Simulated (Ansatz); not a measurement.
`N[SiH](Cl)[AlH][OH]`. Total charge 0; spin multiplicity 1.

```xyz
10

N    -0.450    0.740   -1.622
Si    0.314   -0.610   -0.909
Cl    2.414   -0.600   -1.058
Al   -0.110   -0.591    1.498
O    -0.507    0.969    2.045
H    -0.441    0.887   -2.619
H    -0.494    1.611   -1.118
H    -0.073   -1.803   -1.704
H    -0.001   -1.797    2.524
H    -0.653    1.194    2.962
```

Problem. List the harmonic frequencies (cm⁻¹, unscaled) at PBE0-D4/def2-TZVP in Ansatz. (Estimate.)

Solution. Ansatz gave: 44, 70, 90, 213, 245, 331, 361, 389, 432, 477, 498, 572, 685, 694, 814, 848, 882, 919, 1582, 1916, 2220, 3593, 3690, 3950.

Problem. Is this a minimum?

Solution. Yes, all 24 modes are real.

Problem. Give the ideal-gas thermochemistry at 298.15 K and 1 bar (rigid rotor, harmonic oscillator; point group C1, symmetry number 1).

Solution. Zero-point energy 152.6 kJ/mol; H(298) − E = 178.0 kJ/mol; entropy 389.4 J/(mol·K), of which translation 169.1, rotation 119.4, vibration 100.9; G(298) − E = 61.9 kJ/mol. Modes under 100 cm⁻¹ are hindered rotations or soft bends, so the harmonic entropy is rough.

Problem. And at 400, 500, 600, 800 and 1000 K?

Solution. 
| T (K) | H − E (kJ/mol) | S (J/mol/K) | G − E (kJ/mol) |
| --- | --- | --- | --- |
| 400 | 192.3 | 430.4 | 20.1 |
| 500 | 207.8 | 465.0 | -24.7 |
| 600 | 224.4 | 495.2 | -72.8 |
| 800 | 259.8 | 546.1 | -177.1 |
| 1000 | 297.5 | 588.1 | -290.6 |
